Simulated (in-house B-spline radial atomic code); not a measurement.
## Ionising Zn V (Zn4+) with different functionals

Computed with an all-electron radial atomic-structure program (B-spline basis): four-component Dirac-Coulomb Hamiltonian, Fermi nucleus of rms radius 3.9283 fm, spin-restricted, spherical fractional occupations for the functionals, and exact exchange of hybrids averaged over the configuration. The ionisation energy is the difference of two self-consistent energies, [Ar] 3d8 → [Ar] 3d7, without Breit or QED terms; ε is the level of the shell that loses the electron (mean over j). The electron is taken from both j subshells in proportion to 2j + 1, so the result is a j average, not the step between ground levels.

```csv
method,rung,ΔSCF (eV),-ε(3d) (eV)
BHandHLYP,global hybrid,?,?
HSE06,range-separated hybrid,85.37,76.52
LC-wPBE,range-separated hybrid,?,?
wB97X,range-separated hybrid,85.15,79.00
```

**Question.** What does LC-wPBE give?

**Answer.** ΔSCF 85.64 eV, and -ε(3d) = 78.99 eV.

**Question.** What does BHandHLYP give?

**Answer.** ΔSCF 85.09 eV, and -ε(3d) = 80.58 eV.

**Question.** Among the functionals, which spreads more, the ΔSCF values or the orbital energies?

**Answer.** The orbital energies: ΔSCF values span about 0.54 eV and the orbital energies 4.06 eV; here energy differences depend much less on the functional than eigenvalues do.

**Question.** How do they compare with the NIST value?

**Answer.** NIST lists 82.6 eV ± 0.9 (semi-empirical, ground level to ground level). Errors run from +2.49 to +3.04 eV. The correlated functionals all miss on the same side by more than they spread, so the cause is common to them (Breit-QED terms, spin polarisation, the choice among j levels, multiplet and fine-structure energies, or a listed next ion that isn't the cheapest removal here) and closeness doesn't rank the functionals.
